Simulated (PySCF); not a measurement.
# Fractional electron number in Ru+ (ruthenium, charge +1)

The 4d beta orbital of [Kr] 4d7 is emptied in steps (occupation f), with all orbitals relaxed, ending at [Kr] 4d6. Computed with PySCF 2.14 in aug-cc-pVDZ-PP with ECP28MDF (5s5p4d2f, 54 functions), with scalar relativity through the core potential. The exact energy is a straight line in f; departures are measured from the line between the end points of the same method.

Question: Among UHF, LDA, PBE, which shows the largest delocalisation error (convex curve), and which is closest to linear?

Answer: Most convex: LDA (-1.379 eV at f = 0.5); closest to linear: UHF (0.366 eV).

```
   f  UHF (eV)  LDA (eV)  PBE (eV)
   1     0.000     0.000     0.000
0.75     0.289    -1.024    -0.998
 0.5     0.366    -1.379    -1.342
0.25     0.262    -1.043    -1.013
   0     0.000     0.000     0.000
```

```
method  E(f=0) − E(f=1) (eV)  −ε at f=1 (eV)  −ε at f=0.5 (eV)
   UHF                14.907          16.536            14.833
   LDA                17.181          11.787            17.129
   PBE                16.968          11.699            16.928
```

Reference removal energy between the ground levels: 16.76 ± 0.06 eV (semi-empirical (NIST evaluation); NIST Atomic Spectra Database, ionization energies). The calculation has no spin-orbit coupling. The determinant left behind need not be the lowest term of the ion. UHF lacks correlation.
